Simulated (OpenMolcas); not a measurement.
Mo5+ (d1) in a complex was computed by SS-CASPT2, IPEA 0.25 Eh, imaginary shift 0.1 Eh with the d shell active (OpenMolcas, ANO-RCC-VTZP on the metal). Its lowest spin-free states, and all those of the highest spin:

```tsv
2S+1	Degeneracy	E (cm-1)
2	2	0
2	1	7150
2	1	7490
2	1	37760
```

Task: Is the site octahedral, tetrahedral or cube-like, axial, or of lower symmetry?

Result: The states with 2S+1 = 2 have orbital degeneracies 2, 1, 1, 1. There are pairs but no triples, so the site is axial: not cubic, but with a proper or improper axis of order three or more. The run had Mo5+ with 6 ligands (oxide, chloride on the axis) in tetragonal octahedral coordination (D4h) at 1.99 Å, the axial distance 2.370 Å. A charge of +0.833 e stands 3.2 Å behind each ligand. Ligand basis ANO-RCC-VDZP.

Over all roots computed the reference weight is 0.59 to 0.60; a low but even weight reflects the number of correlated electrons. An orbital doublet at a regular site is open to a Jahn-Teller distortion, which this geometry leaves out. The least metal-like active orbital is 67 % on the metal (Löwdin) and no ligand orbital is active, so the numbers are rough. The oxide ions are held by bare point charges, a crude embedding. Ligand-to-metal charge-transfer states are missing. With one d shell and no ligand orbital active, 10Dq can be off by a tenth or more. No measured value stands beside these numbers; the geometry was imposed, not optimised, and the real ion may take another.
